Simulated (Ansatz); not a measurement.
```yaml
crystal:
  periodic: [false, false, false]
  atoms:
    - {symbol: O, position_ang: [0.872799, -0.369993, -1.674067]}
    - {symbol: Si, position_ang: [0.697609, -0.056765, -0.097859]}
    - {symbol: Br, position_ang: [2.644054, -0.318479, 0.832131]}
    - {symbol: O, position_ang: [-0.232004, 1.218533, 0.376187]}
    - {symbol: C, position_ang: [-0.878038, -0.022662, 0.780781]}
    - {symbol: F, position_ang: [-2.042843, -0.219788, 0.106195]}
    - {symbol: H, position_ang: [0.102154, -0.221734, -2.229770]}
    - {symbol: H, position_ang: [-1.071629, -0.066313, 1.850602]}
basis:
  gaussian: {orbitals: x2c-TZVPPall}
total_charge: 1
magnetization: {spin_polarized: true, initial_magnetization: 1}
hamiltonian: {xc: {name: B3LYP-D3}}
correlation: {electrons: outside_noble_gas}
accuracy: high
output: {forces: true}
```

```sh
$ ansatz run in.yaml --threads 4 --pin off --events-out ev --progress --plain --max-ram 10444MiB
```

Shortened log:

```
Error: YAML parse error: error: line 16 column 19: hamiltonian.xc: no functional is named "B3LYP-D3"; the names, which are not case-sensitive, are SVWN5, SPW92, PBE, PBE0, PBEsol, revPBE, revPBE0, RPBE, rPW86-PBE, HSE06, wPBEh, LC-wPBE, HISS, HF, BLYP, B3LYP, B3LYP5, BHLYP, CAM-B3LYP, r2SCAN, r2SCANh, r2SCAN0, r2SCAN50, m-r2SCAN, B97, wB97, wB97X, wB97X-V, B97M-V, wB97M-V, B2PLYP, B2GP-PLYP, PBE0-DH, PBE-QIDH
14 | total_charge: 1
15 | magnetization: {spin_polarized: true, initial_magnetization: 1}
16 | hamiltonian: {xc: {name: B3LYP-D3}}
17 | correlation: {electrons: outside_noble_gas}
18 | accuracy: high
```

Question: Something in this input is off. What?

Answer: The method's name isn't one that the program takes here. The input was rejected before any iteration.

HSE06 is defined as in plane-wave codes.
